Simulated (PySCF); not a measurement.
C2H6OSi2, SMILES [SiH2](O)[SiH2]C#C.

The structure is a stationary point at ωB97X-D3(BJ)/def2-SVP. The structure was generated by enumeration, and PubChem lists no compound with its InChIKey, so it may never have been made. One conformer was computed; it need not be the lowest.

Two levels are set side by side: PBE/def2-TZVP (PySCF) and ωB97X/def2-TZVP (PySCF). Same geometry, gas phase. Differences are taken from unrounded values.

```
quantity                      ωB97X
---------------------------  ------
orbital gap (eV)              11.43
highest occupied level (eV)  -10.05
lowest empty level (eV)        1.38
dipole moment (D)              1.31
mean polarisability (bohr³)    77.7
```

Q: What does PBE give, and how far is it from ωB97X? (The exact figures need the calculation; the answer reports its results.)

A: 
```tsv
quantity	PBE	PBE minus ωB97X
orbital gap (eV)	5.03	-6.40
highest occupied level (eV)	-6.60	3.45
lowest empty level (eV)	-1.57	-2.95
dipole moment (D)	1.18	-0.14
mean polarisability (bohr³)	82.3	4.6
```

Without exact exchange PBE keeps part of each electron's self-repulsion, which lifts occupied levels and narrows the gap. Loosely held outer electrons make PBE densities more polarisable. Differences between two approximate levels are no errors against the true value.

Rough cost on one machine, each run with all the roots and properties that it gave: ωB97X against PBE within a factor of 2.
